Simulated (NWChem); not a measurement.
C$_{2}$H$_{6}$OSi; SMILES C[SiH2]C=O

```xyz
10

C     -1.0619    -1.4032     0.0000
Si     0.6440    -0.6381     0.0000
C      0.4360     1.2847     0.0000
O     -0.6570     1.7971     0.0000
H     -1.6215    -1.0743    -0.8885
H     -1.0167    -2.5024     0.0000
H     -1.6215    -1.0743     0.8885
H      1.4484    -1.0085     1.2081
H      1.4484    -1.0085    -1.2081
H      1.3573     1.9360     0.0000
```
Atoms are numbered in this order, from 1.

Results from NWChem. Geometry: optimised at PBE0/def2-SVP. B3LYP is NWChem's, with the RPA form of VWN correlation.

For level RPBE/def2-SVP:

- highest occupied level (eV) = -5.25
- orbital gap (eV) = 2.93
- dipole (D) = 1.53

Problem. How do the values read with level B3LYP/def2-SVP instead?

Solution. The highest occupied level (eV) is -6.56 and the orbital gap (eV) is 5.10. The dipole (D) is 1.73.
